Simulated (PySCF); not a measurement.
C4H10N2, SMILES C/N=C\CCN. The structure is a stationary point at PBE-D3(BJ)/def2-SVP. The structure was generated by enumeration; whether it is a known compound was not checked. Other conformers were not sampled.

Task: Give the equilibrium geometry at PBE-D3(BJ)/def2-SVP (PySCF confirms it by a frequency run) as Cartesian coordinates in Å. (An estimate is asked for; the answer gives what the named calculation found.)

Result: One answer among several that fit: 
```xyz
16

C      2.3096     0.2319     0.4686
N      1.8143    -0.7772    -0.4383
C      0.6281    -0.7221    -0.9192
C     -0.4729     0.2811    -0.6572
C     -1.4081    -0.1560     0.5031
N     -2.5397     0.7154     0.7791
H      2.5771    -0.2558     1.4308
H      1.6295     1.0872     0.6970
H      3.2610     0.6425     0.0672
H      0.3449    -1.5632    -1.5919
H     -0.0598     1.2853    -0.4229
H     -1.0843     0.3890    -1.5790
H     -1.7925    -1.1777     0.2922
H     -0.7995    -0.2528     1.4286
H     -2.2081     1.6686     0.9790
H     -3.1308     0.8001    -0.0586
```
